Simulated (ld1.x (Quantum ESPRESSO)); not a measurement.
**Ni: excitation energies, all-electron against TM**

| Property | Result |
| --- | --- |
| Element | nickel |
| Generator | ld1.x (Quantum ESPRESSO) 7.5 |
| Type | norm-conserving Troullier–Martins (Kleinman–Bylander form) |
| Functional | PBEsol |
| Relativity | fully relativistic |
| Frozen core | [Ar] |
| Valence charge | 10 |
| Reference configuration | 3d8 4s2 4p0 |
| Partial waves | 4p (bound, empty): rc 3.20 bohr; 3d (bound): rc 1.10 bohr; 4s (bound): rc 2.25 bohr |
| Local potential | the s channel |
| Core correction | Bessel-smoothed model core, default radius (core density twice the valence density) |

Open shells are filled in proportion to 2j + 1 (rel_dist='average').

Energies are relative to the spin-unpolarised reference configuration 3d8 4s2 4p0; without spin polarisation the order of configurations can differ from experiment.

```tsv
valence configuration	charge	ΔE all-electron (eV)	error AE − PS (meV)
3d8 4s1 4p0	+1	9.337	-7.6
3d8 4s0 4p0	+2	26.598	-55
3d7 4s0 4p0	+3	64.034	-475
3d6 4s0 4p0	+4	121.553	-2406
3d8 4s1.5 4p0	+0.5	3.728	-1.4
3d9 4s0 4p0	+1	6.264	-430
```

Task: What are ΔE and the potential's error for 3d7 4s2 4p1?

Result: ΔE = 10.577 eV all-electron; the error (AE − PS) is -454 meV.

Levels in the configuration 3d8 4s0 4p0:

| level | all-electron (eV) | pseudo (eV) |
| --- | --- | --- |
| 3d j=3/2 | -28.485 | -28.359 |
| 3d j=5/2 | -28.240 | -28.117 |
